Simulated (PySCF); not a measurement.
Isomers C5H5N3O:

A. `Cc1cc(C=O)nnn1`
B. `CC(=O)c1ccnnn1`
C. SMILES CC(=O)c1cnncn1

Spectrum 1. $^{1}$H NMR (500 MHz, computed): δ 10.69 (s, 1H), 7.78 (s, 1H), 3.12 (s, 3H). $^{13}$C{$^{1}$H} NMR (computed): δ 202.7 (CH), 165.4 (C), 151.5 (C), 119.0 (CH), 24.8 (CH3).

Spectrum 2. $^{1}$H NMR (500 MHz, computed): δ 10.15 (s, 1H), 9.96 (s, 1H), 3.03 (s, 3H). $^{13}$C{$^{1}$H} NMR (computed): δ 210.0 (C), 161.8 (CH), 148.4 (CH), 145.4 (C), 28.9 (CH3).

Spectrum 3. $^{1}$H NMR (500 MHz, computed): δ 9.66 (d, 1H), 7.97 (d, 1H), 3.24 (s, 3H). $^{13}$C{$^{1}$H} NMR (computed): δ 206.4 (C), 156.0 (CH), 152.9 (C), 118.9 (CH), 30.3 (CH3).

[PySCF: shieldings: GIAO PBE0/pcSseg-1; structure optimised with GFN2-xTB; equivalent nuclei averaged; relativity neglected; one computed conformer; gas phase]

Shifts are taken against calculated references (same method and geometry level): $^{1}$H, $^{13}$C against TMS. Where no couplings were computed, multiplicities follow the n + 1 count of equivalent neighbours, and m marks all less simple cases (inequivalent or close neighbours, rings, F or P nearby). Shifts are as computed. Against solution values, carbons near 30 ppm lie about +3 ppm off and those near 130 ppm about +5 ppm. Of 1211 compounds with measured shifts, 218 miss one by over three times the rms of a fit or turn the order of signals round; such compounds aren't used in these exercises.

**Question.** Which spectrum belongs to which compound?

**Answer.** 1–A, 2–C, 3–B.

- Spectrum 1 (A): 5 $^{13}$C signals; δC 202.7 is an aldehyde carbonyl carbon; δC 24.8 is a methyl carbon on an aromatic ring.
- Spectrum 2 (C): 5 $^{13}$C signals; δC 210.0 is a ketone carbonyl carbon; δC 148.4 is an aromatic CH next to a ring nitrogen.
- Spectrum 3 (B): 5 $^{13}$C signals; δC 206.4 is a ketone carbonyl carbon; δC 156.0 is an aromatic CH next to a ring nitrogen.
